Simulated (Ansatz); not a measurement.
Molecule: PbF, charge 0, multiplicity 2. SMILES: [F][Pb]
Coordinates optimised at B3LYP-D3(BJ)/def2-TZVP (Ansatz, a quantum-chemistry and plane-wave program):
```xyz
2

Pb     0.0000     0.0000    -0.2049
F      0.0000     0.0000     1.8668
```
Charge 0, spin multiplicity 2.

Task: Give the harmonic wavenumbers at B3LYP-D3(BJ)/def2-TZVP (Ansatz, finite differences of forces, unscaled).

Result: 508 cm⁻¹. Zero-point energy 0.7 kcal/mol.

Task: From these and the geometry, give the ideal-gas thermochemistry at 298.15 K and 1 atm (rigid rotor, harmonic oscillator).

Result: Point group C∞v, rotational symmetry number 1. Rotational constants 6.766, 6.766 GHz. S(trans) 42.15, S(rot) 15.54, S(vib) 0.64, S(elec, spin only) 1.38, S 59.7 cal/(mol K). H(298) - H(0) 2.21 kcal/mol; G - E(el) -14.9 kcal/mol.
